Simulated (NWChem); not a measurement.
# Atomisation of HBF

SMILES: F[BH]
```xyz
3

B      0.6305    -0.3921     0.0000
F     -0.5351     0.1899     0.0000
H      1.6630     0.2514     0.0000
```
Charge 0, spin multiplicity 2.

Program: NWChem. The geometry was optimised at UB3LYP/def2-SVP, a minimum by its harmonic frequencies.

Basis set: def2-TZVP. The atomisation energy is electronic alone: no zero-point, thermal, spin-orbit or counterpoise terms. No value is extrapolated to the basis-set limit. Free atoms are single determinants with multiplicities B 2, F 2, H 2. Correlated methods freeze the same cores in atoms and molecule, 2 orbitals in all.

```json
[
 {"method": "LDA (SVWN5)", "atomisation energy (kcal/mol)": "271.4"},
 {"method": "BHandHLYP", "atomisation energy (kcal/mol)": "227.5"},
 {"method": "B3LYP", "atomisation energy (kcal/mol)": "235.9"},
 {"method": "PBE0", "atomisation energy (kcal/mol)": "235.7"},
 {"method": "PBE", "atomisation energy (kcal/mol)": "242.2"},
 {"method": "r2SCAN", "atomisation energy (kcal/mol)": "240.2"},
 {"method": "HF", "atomisation energy (kcal/mol)": "185.1"},
 {"method": "MP2", "atomisation energy (kcal/mol)": "236.2"},
 {"method": "LC-wPBE (omega 0.3 per bohr)", "atomisation energy (kcal/mol)": "239.9"},
 {"method": "CCSD(T)", "atomisation energy (kcal/mol)": "226.0"}
]
```

The values span 86.3 kcal/mol, from HF (lowest) to LDA (SVWN5) (highest). 

B3LYP has NWChem's definition, with VWN1-RPA local correlation. The structure started from a generated list of species. The unpaired electrons of the parent sit in orbitals of symmetry a' (Cs labels of the run); other states weren't searched. No SCF solution was tested for a lower state. Open-shell Hartree-Fock references start from PBE0 orbitals. Coupled-cluster values serve here as a point of comparison, not as the truth.
